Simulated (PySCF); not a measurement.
# Excitation energy of B by level of theory

B [He] 2s2 2p1 (2P) → B [He] 2s2 3d1 (2D), as a difference of total energies. All numbers are calculated (PySCF 2.14, the spin-free X2C one-electron Hamiltonian (Gaussian nucleus), in aug-cc-pCVTZ-DK with one added diffuse shell each of s, p, d, f type (8s7p5d3f, 75 functions)). Correlated levels: valence and next inner shell: nothing frozen. The calculations carry no spin-orbit coupling.

Problem. Order these methods by the excitation energy they give, lowest first.
A. MP2 (valence and next inner shell)
B. UHF
C. CCSD (valence and next inner shell)
D. SCS-MP2 (valence and next inner shell)

Solution. C (6.503 eV), B (6.569 eV), D (6.722 eV), A (6.754 eV).

Errors of the correlated levels include the incompleteness of this basis.

The coupled-cluster amplitudes are large for the upper state (T1 above 0.03 or a double amplitude above 0.15), so a single reference is strained.

For comparison: 6.789 eV (measured; NIST levels, between the centres of gravity of the two terms).
